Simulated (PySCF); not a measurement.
Atom-mapped SMILES (the numbers label the heavy atoms): `[CH:1]#[C:2]/[P:3]=[CH:4]/[Si:5]([CH3:6])([CH3:7])[CH3:8]`. Hydrogens are named by the atom that carries them.

PySCF 2.14 calculation with GFN2-xTB structure and PBE0/pcSseg-1 with gauge-including orbitals; gas phase, single conformer, equivalent nuclei averaged, non-relativistic Hamiltonian.

δ = σ(ref) − σ, references computed at the same level: TMS for 13C and 1H and 29Si; H3PO4 for 31P.

| atoms | nucleus | count | δ (ppm) |
| --- | --- | --- | --- |
| H(C6)/H(C7)/H(C8) | 1H | 9 | 0.19 |
| H(C4) | 1H | 1 | 11.07 |
| P3 | 31P | 1 | 288.1 |
| C1 | 13C | 1 | ? |
| Si5 | 29Si | 1 | ? |
| C4 | 13C | 1 | 231.8 |
| H(C1) | 1H | 1 | ? |
| C2 | 13C | 1 | 96.0 |
| C6/C7/C8 | 13C | 3 | 2.4 |

**Question.** Estimate the values marked ?.

**Answer.** 
- C1: 111.5 ppm, terminal alkyne carbon
- H(C1): 3.64 ppm, hydrogen on a terminal alkyne carbon
- Si5: -6.7 ppm, silicon bonded to 4 C

Shifts are as computed. Against solution values, carbons near 30 ppm lie about +3 ppm off and those near 130 ppm about +5 ppm. Of 1211 compounds with measured shifts, 218 miss one by over three times the rms of a fit or turn the order of signals round; such compounds aren't used in these exercises. Experimental scales use liquid or dissolved standards, which lie at an offset from isolated H3PO4.
